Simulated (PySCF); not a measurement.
SMILES [BeH][SeH], singlet at its PBE0/def2-SVP optimised geometry (Å):

```
4

Be    -0.7295     0.3540     0.0000
H     -0.7385     1.6882     0.0000
Se    -0.7360    -1.6882     0.0000
H      0.7385    -1.6882     0.0000
```

Method: PBE0/def2-TZVP (PySCF). Cells within 0.4 Å of a nucleus heavier than hydrogen are left out (blank, or x).

Map of the log10 of the electron density (e/bohr³), floored at −4 on the plane z = 0.0 Å:

```
|000000000000000000000000000|
|000000000000000000000000000|
|000000000111110000000000000|
|000000012222221000000000000|
|000000123344332100000000000|
|000001234455443210000000000|
|000001244566654321000000000|
|000012345677654321000000000|
|000012345678765321000000000|
|000012345677765421000000000|
|000012345677655421000000000|
|0000123456xx654321000000000|
|0000123456xx754322100000000|
|00001234567x654432100000000|
|000012445666665433210000000|
|000023456677765543210000000|
|000123456777766654321000000|
|000123467899877765431000000|
|0001235679xx977876432000000|
|0001235679xx977876432000000|
|000123567899877765431000000|
|000123456777766554321000000|
|000012445666655443210000000|
|000012344555544332100000000|
|000001233444433221000000000|
|000000122333322100000000000|
|000000011122111000000000000|
```
Scale: ten equal steps from -4.00 (start of '0') to 0.131 (end of '9'), in the order '0123456789'; x runs from -4.00 to 4.00, y from -4.00 (bottom) to 4.00 (top).
